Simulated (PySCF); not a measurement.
Si(Br)(OH)(NH2)2, SMILES [Si](N)(N)(Br)O (H5BrN2OSi) (PBE0/def2-SVP optimised geometry):

```
10

N     -1.155    -2.014    -1.367
Si    -0.743    -1.093     0.000
N     -1.595    -1.713     1.342
O      0.915    -1.093     0.000
Br    -1.324     1.093     0.000
H     -2.119    -2.254    -1.558
H     -0.585    -1.973    -2.203
H     -1.847    -1.123     2.124
H     -1.509    -2.690     1.597
H      1.324    -0.317     0.393
```

Calculation: PBE0/def2-TZVP (PySCF 2.14.0).

Q: What are the frontier orbital energies and the dipole moment?

A: HOMO-2 -8.29 eV, HOMO-1 -7.80 eV, HOMO -7.68 eV, LUMO 0.59 eV, LUMO+1 1.50 eV; dipole moment 1.42 D.

Meta-Löwdin charges at PBE0/def2-TZVP: N1 -0.74, Si2 1.24, N3 -0.75, O4 -0.76, Br5 -0.35, H6 0.25, H7 0.25, H8 0.25, H9 0.25, H10 0.36.
